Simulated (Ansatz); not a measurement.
Ansatz (a first-principles code) input (B3LYP-D3(BJ)/def2-TZVP):

Ansatz 0.2 input:
```yaml
crystal:
  periodic: [false, false, false]
  atoms:
    - {symbol: Ga, position_ang: [-0.00000000, -0.00000000, -0.40082716]}
    - {symbol: F, position_ang: [0.00000000, 0.00000000, 1.38062690]}
basis:
  gaussian:
    orbitals: def2-TZVP
hamiltonian:
  xc: b3lyp
  dispersion: d3bj
magnetization: {spin_polarized: true, initial_magnetization: 2}
phonons: {temperatures: {t_min: 298.15, t_max: 298.15, t_step: 100}}
```

Output:

```
Functional definition: B3LYP
integrals: 0.02 GiB planned
559 factors; their error is unknown
mean field: 0.26 GiB planned
mean field evaluation 1: about -55091.9661 eV, gradient 3.1e1 eV
mean field evaluation 2: about -55064.8051 eV, gradient 9.4e1 eV
mean field evaluation 4: about -55094.7252 eV, gradient 5.2e0 eV
mean field evaluation 8: about -55094.7721 eV, gradient 6.4e-2 eV
mean field evaluation 16: about -55094.9304 eV, gradient 2.3e-5 eV
mean field -55094.93038379 eV, -2024.7013469193 hartree, gradient 2.3e-5 eV, S^2 2.002426; 1 other end points of the search recorded, 0 dependent functions left out
the calculation of the forces begins
reference -55094.93055559 eV, -2024.7013532328 hartree; 21, 19 occupied and 58, 60 virtual orbitals, 559 factors
these checks for a lower state are left out or cut short: stability, starts, cluster_reference, orbital_swaps, neighbouring_geometries, increment
integrals: 0.02 GiB planned
559 factors; their error is unknown
mean field: 0.26 GiB planned
mean field evaluation 32: about -55094.9304 eV, gradient 2.9e-7 eV
mean field -55094.93038379 eV, -2024.7013469192 hartree, gradient 2.9e-7 eV, S^2 2.002426; 0 other end points of the search recorded, 0 dependent functions left out
the calculation of the forces begins
reference -55094.93055559 eV, -2024.7013532328 hartree; 21, 19 occupied and 58, 60 virtual orbitals, 559 factors
these checks for a lower state are left out or cut short: stability, starts, cluster_reference, orbital_swaps, neighbouring_geometries, increment
integrals: 0.02 GiB planned
559 factors; their error is unknown
mean field: 0.26 GiB planned
mean field -55094.93038379 eV, -2024.7013469192 hartree, gradient 2.9e-7 eV, S^2 2.002426; 0 other end points of the search recorded, 0 dependent functions left out
the calculation of the forces begins
reference -55094.93055559 eV, -2024.7013532328 hartree; 21, 19 occupied and 58, 60 virtual orbitals, 559 factors
these checks for a lower state are left out or cut short: stability, starts, cluster_reference, orbital_swaps, neighbouring_geometries, increment
integrals: 0.02 GiB planned
559 factors; their error is unknown
mean field: 0.26 GiB planned
mean field -55094.93038379 eV, -2024.7013469192 hartree, gradient 4.8e-7 eV, S^2 2.002426; 0 other end points of the search recorded, 0 dependent functions left out
the calculation of the forces begins
reference -55094.93055559 eV, -2024.7013532328 hartree; 21, 19 occupied and 58, 60 virtual orbitals, 559 factors
these checks for a lower state are left out or cut short: stability, starts, cluster_reference, orbital_swaps, neighbouring_geometries, increment
integrals: 0.02 GiB planned
559 factors; their error is unknown
mean field: 0.26 GiB planned
mean field -55094.93038379 eV, -2024.7013469192 hartree, gradient 4.8e-7 eV, S^2 2.002426; 0 other end points of the search recorded, 0 dependent functions left out
the calculation of the forces begins
reference -55094.93055559 eV, -2024.7013532328 hartree; 21, 19 occupied and 58, 60 virtual orbitals, 559 factors
these checks for a lower state are left out or cut short: stability, starts, cluster_reference, orbital_swaps, neighbouring_geometries, increment
integrals: 0.02 GiB planned
559 factors; their error is unknown
mean field: 0.26 GiB planned
mean field -55094.93032213 eV, -2024.7013446531 hartree, gradient 2.4e-6 eV, S^2 2.002405; 0 other end points of the search recorded, 0 dependent functions left out
the calculation of the forces begins
reference -55094.93049389 eV, -2024.7013509654 hartree; 21, 19 occupied and 58, 60 virtual orbitals, 559 factors
these checks for a lower state are left out or cut short: stability, starts, cluster_reference, orbital_swaps, neighbouring_geometries, increment
integrals: 0.02 GiB planned
559 factors; their error is unknown
mean field: 0.26 GiB planned
mean field evaluation 64: about -55094.9303 eV, gradient 8.4e-5 eV
mean field -55094.93031859 eV, -2024.7013445232 hartree, gradient 7.5e-7 eV, S^2 2.002446; 0 other end points of the search recorded, 0 dependent functions left out
the calculation of the forces begins
reference -55094.93049042 eV, -2024.7013508379 hartree; 21, 19 occupied and 58, 60 virtual orbitals, 559 factors
these checks for a lower state are left out or cut short: stability, starts, cluster_reference, orbital_swaps, neighbouring_geometries, increment
integrals: 0.02 GiB planned
559 factors; their error is unknown
mean field: 0.26 GiB planned
mean field -55094.93038379 eV, -2024.7013469192 hartree, gradient 2.9e-7 eV, S^2 2.002426; 0 other end points of the search recorded, 0 dependent functions left out
the calculation of the forces begins
reference -55094.93055559 eV, -2024.7013532328 hartree; 21, 19 occupied and 58, 60 virtual orbitals, 559 factors
these checks for a lower state are left out or cut short: stability, starts, cluster_reference, orbital_swaps, neighbouring_geometries, increment
integrals: 0.02 GiB planned
559 factors; their error is unknown
mean field: 0.26 GiB planned
mean field -55094.93038379 eV, -2024.7013469192 hartree, gradient 2.9e-7 eV, S^2 2.002426; 0 other end points of the search recorded, 0 dependent functions left out
the calculation of the forces begins
reference -55094.93055559 eV, -2024.7013532328 hartree; 21, 19 occupied and 58, 60 virtual orbitals, 559 factors
these checks for a lower state are left out or cut short: stability, starts, cluster_reference, orbital_swaps, neighbouring_geometries, increment
integrals: 0.02 GiB planned
559 factors; their error is unknown
mean field: 0.26 GiB planned
mean field -55094.93038379 eV, -2024.7013469192 hartree, gradient 4.8e-7 eV, S^2 2.002426; 0 other end points of the search recorded, 0 dependent functions left out
the calculation of the forces begins
reference -55094.93055559 eV, -2024.7013532328 hartree; 21, 19 occupied and 58, 60 virtual orbitals, 559 factors
these checks for a lower state are left out or cut short: stability, starts, cluster_reference, orbital_swaps, neighbouring_geometries, increment
integrals: 0.02 GiB planned
559 factors; their error is unknown
mean field: 0.26 GiB planned
mean field -55094.93038379 eV, -2024.7013469192 hartree, gradient 4.8e-7 eV, S^2 2.002426; 0 other end points of the search recorded, 0 dependent functions left out
the calculation of the forces begins
reference -55094.93055559 eV, -2024.7013532328 hartree; 21, 19 occupied and 58, 60 virtual orbitals, 559 factors
these checks for a lower state are left out or cut short: stability, starts, cluster_reference, orbital_swaps, neighbouring_geometries, increment
integrals: 0.02 GiB planned
559 factors; their error is unknown
mean field: 0.26 GiB planned
mean field evaluation 96: about -55094.7730 eV, gradient 1.3e-1 eV
mean field -55094.93031859 eV, -2024.7013445232 hartree, gradient 7.5e-7 eV, S^2 2.002446; 0 other end points of the search recorded, 0 dependent functions left out
the calculation of the forces begins
reference -55094.93049042 eV, -2024.7013508379 hartree; 21, 19 occupied and 58, 60 virtual orbitals, 559 factors
these checks for a lower state are left out or cut short: stability, starts, cluster_reference, orbital_swaps, neighbouring_geometries, increment
integrals: 0.02 GiB planned
559 factors; their error is unknown
mean field: 0.26 GiB planned
mean field -55094.93032213 eV, -2024.7013446531 hartree, gradient 2.4e-6 eV, S^2 2.002405; 0 other end points of the search recorded, 0 dependent functions left out
the calculation of the forces begins
reference -55094.93049389 eV, -2024.7013509654 hartree; 21, 19 occupied and 58, 60 virtual orbitals, 559 factors
Total energy: -55094.95562951 eV, -2024.7022746823 hartree
Atom 0 at    -0.000000    -0.000000    -0.400827 Å, force     0.000000    -0.000000     0.001237 eV/Å
Atom 1 at     0.000000     0.000000     1.380627 Å, force     0.000000     0.000000    -0.001237 eV/Å
Dipole moment:     0.000000     0.000000    -0.455030 e Å
Vibrations: 608.07 cm⁻¹, zero-point energy 0.037696 eV
```

This is an excited triplet: at this geometry the singlet lies 3.72 eV lower at CCSD(T)/CBS(aug-cc-pVTZ,aug-cc-pVQZ).
